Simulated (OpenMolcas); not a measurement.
## Ni4+: effect of the basis set

```
Program             : OpenMolcas
Method              : CASSCF
Active space        : 6 electrons in 5 orbitals (3d)
State averaging     : 2S+1 = 5 even, 5 roots; 2S+1 = 3 even, 45 roots; 2S+1 = 1 even, 50 roots
Spin-orbit coupling : state interaction with AMFI integrals over the reference wave functions, term energies averaged over their components
```

A. ANO-R1 [5s4p2d1f], X2C, finite nucleus; cost roughly 30 core-seconds
B. ANO-RCC-VTZP [6s5p3d2f1g], DKH2, point nucleus; cost roughly 22 core-seconds
C. ANO-L-VTZP [6s5p3d2f1g], non-relativistic, point nucleus; cost about 40 core-seconds
D. ANO-R2 [6s5p4d2f1g], X2C, finite nucleus; cost roughly 19 core-seconds
E. ANO-RCC-VQZP [7s6p4d3f2g1h], DKH2, point nucleus; cost roughly 29 core-seconds
F. ANO-R3 [7s5p5d3f2g1h], X2C, finite nucleus; cost of the order of 21 core-seconds

Energies in cm⁻¹ above 3d⁶ ⁵D₄, the measured ground level; measured values from Corliss and Sugar, J. Phys. Chem. Ref. Data 10, 197 (1981).

| Level | A | B | C | D | E | F | Measured |
| --- | --- | --- | --- | --- | --- | --- | --- |
| 3d⁶ ⁵D₄ | 0.0 | 0.0 | 0.0 | 0.0 | 0.0 | 0.0 | 0.0 |
| 3d⁶ ⁵D₃ | 895 | 852 | 895 | 846 | 846 | 854 | 890 |
| 3d⁶ ⁵D₂ | 1513 | 1444 | 1512 | 1433 | 1433 | 1447 | 1490 |
| 3d⁶ ⁵D₁ | 1908 | 1823 | 1908 | 1809 | 1810 | 1827 | 1872 |
| 3d⁶ ⁵D₀ | 2101 | 2008 | 2101 | 1993 | 1994 | 2012 | 2058 |
| 3d⁶ ³H₆ | 29391 | 29514 | 29251 | 29631 | 29588 | 29587 | 27111 |
| 3d⁶ ³H₅ | 29827 | 29934 | 29687 | 30050 | 30007 | 30009 | 27578 |
| 3d⁶ ³H₄ | 30128 | 30229 | 29987 | 30345 | 30302 | 30305 | 27859 |
| 3d⁶ ³P₂(1) | 31948 | 32138 | 31792 | 32272 | 32223 | 32212 | 26153 |
| 3d⁶ ³F₄(1) | 33558 | 33719 | 33399 | 33852 | 33801 | 33798 | 29124 |
| 3d⁶ ³F₃(1) | 34074 | 34209 | 33915 | 34339 | 34289 | 34291 | 29571 |
| 3d⁶ ³F₂(1) | 34467 | 34581 | 34308 | 34708 | 34659 | 34664 | 29899 |
| 3d⁶ ³P₁(1) | 34556 | 34625 | 34399 | 34747 | 34699 | 34713 | 28698 |
| 3d⁶ ³P₀(1) | 35563 | 35602 | 35405 | 35720 | 35673 | 35693 | 29640 |
| 3d⁶ ³G₅ | 37120 | 37248 | 36951 | 37384 | 37329 | 37335 | 33256 |
| 3d⁶ ³G₄ | 37989 | 38073 | 37821 | 38204 | 38150 | 38165 | 34062 |
| 3d⁶ ³G₃ | 38319 | 38394 | 38150 | 38525 | 38471 | 38488 | 34416 |
| 3d⁶ ¹I₆ | 44394 | 44562 | 44188 | 44728 | 44663 | 44667 | 41252 |
| 3d⁶ ¹G₄(1) | 46979 | 47156 | 46762 | 47327 | 47259 | 47264 | 42208 |
| 3d⁶ ³D₁ | 47939 | 48094 | 47729 | 48259 | 48187 | 48200 | 41701 |
| 3d⁶ ³D₂ | 47957 | 48117 | 47747 | 48283 | 48211 | 48223 | 41627 |
| 3d⁶ ³D₃ | 48217 | 48362 | 48007 | 48526 | 48455 | 48470 | 41920 |
| 3d⁶ ¹S₀(1) | 54500 | 54718 | 54254 | 54908 | 54827 | 54835 | 47700 |
| 3d⁶ ¹D₂(1) | 58178 | 58396 | 57922 | 58593 | 58505 | 58519 | 48607 |

Deviations, from unrounded energies. A percentage is the sum of absolute deviations over the sum of measured energies, with the sign that they share, or ± where signs differ.

```json
{"Against measurement": "mean absolute deviation (cm-1)", "Levels": "23", "A": "4000", "B": "4200", "C": "3900", "D": "4300", "E": "4200", "F": "4200"}
{"Against measurement": "fine structure of the ground term (%)", "Levels": "4", "A": "+1.7", "B": "-2.9", "C": "+1.7", "D": "-3.6", "E": "-3.6", "F": "-2.7"}
{"Against measurement": "other terms of the ground configuration (%)", "Levels": "19", "A": "+14.0", "B": "+14.4", "C": "+13.5", "D": "+14.8", "E": "+14.6", "F": "+14.7"}
```

A, C lie about equally close to measurement and D furthest from it. The largest miss of C in the table is 3d⁶ ¹D₂(1), by +9300 cm-1. The ranking rests on the paired levels alone, and a cruder setting can come out closer through cancelling errors.

Among A to F the level of the table that moves most is 3d⁶ ¹D₂(1), by 670 cm-1 (lowest in C, highest in D).

Without dynamic correlation excited terms often stand tens of per cent too high (terms of higher spin than the ground term too low), and those without a measured partner can miss by more than the paired ones. The basis is small and was not contracted for so high a charge (holds for A). Measured partners are found by configuration, term and J. A level has none where our copy of the source lacks it or the pairing is in doubt (some pairs that miss far off the trend of their configuration count as doubtful), and it then counts in no deviation. Only configurations of the active space appear. Levels that lie high or do not pair safely by name in every column are left out.

A number in round brackets counts repeated terms of one configuration in the order of the reference energies.
